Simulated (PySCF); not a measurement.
**Chlorine: a sound run and one with changed settings**

Sound run: Cl⁺ [Ne] 3s2 3p4, Cl²⁺ [Ne] 3s2 3p3. Calculation: PySCF 2.14, in 6-31G* (4s3p1d, 18 functions); no relativity, point nucleus. In the sound run the correlated levels freeze [Ne]. The sound run starts from symmetry-adapted Hartree-Fock orbitals and uses a fine grid where one is needed.

Changed run: scalar relativity by spin-free X2C-1e. This setting is unsound on purpose.

```
species   method  sound run (hartree)  changed run (hartree)  converged
    Cl⁺      UHF           -459.01354             -460.26273        yes
    Cl⁺     BP86           -459.67533             -460.92380        yes
    Cl⁺    B3LYP           -459.65387             -460.90245        yes
    Cl⁺      MP2           -459.09745             -460.34663        yes
    Cl⁺  CCSD(T)           -459.11733             -460.36644        yes
   Cl²⁺      UHF           -458.18678             -459.43571        yes
   Cl²⁺     BP86           -458.79417             -460.04243        yes
   Cl²⁺    B3LYP           -458.77320             -460.02153        yes
   Cl²⁺      MP2           -458.25727             -459.50618        yes
   Cl²⁺  CCSD(T)           -458.27692             -459.52575        yes
```

Ionisation energy of Cl⁺:

```csv
method,sound run (eV),changed run (eV)
UHF,22.497,22.504
BP86,23.978,23.983
B3LYP,23.964,23.971
MP2,22.863,22.870
SCS-MP2,22.888,22.895
CCSD,22.859,22.867
CCSD(T),22.869,22.876
```

Most of the change in total energy is the relativistic energy itself. On top of that the contraction fixes the core shape for the Hamiltonian it was made with, so the changed run is not a good calculation with the other Hamiltonian either.

For comparison, NIST gives 23.814 eV between the lowest levels.
